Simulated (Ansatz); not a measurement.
Reactions of F2H4O2Si2, SMILES `O[SiH](F)[SiH](O)F`.

Isolated molecules relaxed with PBE0-D4/def2-TZVP in Ansatz; ΔE leaves out vibrations. CBS: MP2 limit from def2 TZ/QZ plus the TZ coupled-cluster correction, frozen cores. This one scheme is used for every species, atoms too. For atomizations the MP2-based limit and the directly extrapolated one differ by several kJ/mol either way, and by 10 to 25 for some Ge, Se and Sn compounds, so smaller differences from it don't rank the levels. DFT in def2-TZVPP. B3LYP here is the variant with VWN-RPA as its local correlation; programs differ in this. No spin–orbit coupling; open shells (•) take unrestricted orbitals. Spin–orbit coupling would lower the free atoms: a little for F, O, Si. Each species was taken in one conformer, which may not be the lowest.

```tsv
reaction	CCSD/CBS(def2) (kJ/mol)	B3LYP-D4 (kJ/mol)	CCSD(T)/CBS(def2) (kJ/mol)
`O[Si@H](F)[Si@@H](O)F` + `C=C` → `C=C[Si@@H](O)[Si@@H](O)F` + H–F	142	143	138
`O[Si@H](F)[Si@@H](O)F` → 2 F• + 4 H• + 2 O• + 2 Si•	3863	3862	3921
`O[Si@H](F)[Si@@H](O)F` + `O[SiH](O)S` → `O[SiH](O)S[SiH](O)F` + `O[SiH2]F`	-110	-106	-112
`O[Si@H](F)[Si@@H](O)F` + H–F → `O[SiH](F)F` + `O[SiH2]F`	-195	-185	-190
```

Largest T1 diagnostic: 0.013, for `O[Si@H](F)[Si@@H](O)F`.
